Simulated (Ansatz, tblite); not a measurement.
Removing and adding an electron: `SCCCCc1ccc(/N=N/c2ccccc2)cc1`. Charge 0, multiplicity 1. Geometry: PBE-D4/def2-SVP. Ansatz, gas phase; energy differences of separate SCF runs; the oxidised species was run as a doublet alone; the reduced species was run as a doublet alone.

```xyz
37

S     6.198   -0.377   -0.241
C     5.182   -1.604    0.668
C     3.995   -1.010    1.425
C     3.139   -2.076    2.116
C     1.939   -1.504    2.900
C     0.919   -0.821    2.021
C     0.899    0.581    1.871
C    -0.021    1.198    1.016
C    -0.949    0.424    0.290
N    -1.836    1.138   -0.542
N    -2.686    0.426   -1.158
C    -3.568    1.142   -1.997
C    -4.549    0.371   -2.658
C    -5.471    0.987   -3.513
C    -5.418    2.376   -3.715
C    -4.438    3.149   -3.059
C    -3.516    2.542   -2.204
C    -0.940   -0.985    0.432
C    -0.016   -1.588    1.285
H     6.626    0.305    0.860
H     5.835   -2.198    1.341
H     4.830   -2.300   -0.123
H     3.377   -0.415    0.719
H     4.370   -0.287    2.184
H     2.764   -2.799    1.356
H     3.771   -2.667    2.815
H     1.450   -2.333    3.454
H     2.312   -0.789    3.664
H     1.617    1.194    2.438
H    -0.050    2.290    0.888
H    -4.558   -0.715   -2.475
H    -6.236    0.382   -4.026
H    -6.141    2.863   -4.388
H    -4.399    4.237   -3.224
H    -2.740    3.115   -1.676
H    -1.675   -1.568   -0.140
H    -0.015   -2.685    1.396
```

The xTB rows come from tblite. Single mean-field runs in def2-TZVP are fitted with def2-universal-jkfit. HOMO above LUMO, or a gap near zero within one spin, warns that the state may not be the lowest or that an electron is smeared out.

| level | −HOMO (eV) | vertical IE (eV) | −LUMO (eV) | vertical EA (eV) | HOMO–LUMO gap (eV) | IE − EA (eV) | remarks |
| --- | --- | --- | --- | --- | --- | --- | --- |
| GFN1-xTB | 10.56 | 12.76 | 8.93 | 6.62 | 1.64 | 6.14 | – |
| PBE-D4/def2-TZVP | 5.11 | 7.25 | 3.20 | 1.20 | 1.91 | 6.05 | HOMO above zero (-1 doublet), gap within one spin near zero (+1 doublet) |
| revPBE-D4/def2-TZVP | 5.03 | 7.27 | 3.10 | 1.21 | 1.93 | 6.06 | HOMO above zero (-1 doublet), gap within one spin near zero (+1 doublet) |

**Question.** Estimate the rows for GFN2-xTB, PBE0-D4/def2-TZVP.

**Answer.** 
```
            level  −HOMO (eV)  vertical IE (eV)  −LUMO (eV)  vertical EA (eV)  HOMO–LUMO gap (eV)  IE − EA (eV)                       remarks
         GFN2-xTB        9.06             11.55        8.27              5.89                0.79          5.67                             –
PBE0-D4/def2-TZVP        6.50              7.74        2.43              1.16                4.07          6.58  HOMO above zero (-1 doublet)
```

Relaxing the oxidised species (PBE-D4/def2-SVP) changes its energy by -0.28 eV at PBE-D4/def2-TZVP, so the adiabatic ionisation energy to this nearest minimum is 6.97 eV. At PBE0-D4/def2-TZVP it is 7.42 eV. The gap within one spin of the relaxed charge 1 doublet nearly closes, so an electron or hole may be smeared out by delocalisation error.     A HOMO above zero means that the electron is unbound at that level or that self-interaction error raises the level; the energy of removing that electron tells which. Raw xTB energy differences between charge states are shifted by several eV; the methods need an empirical correction for them. Sets without diffuse functions give affinities that are too small.
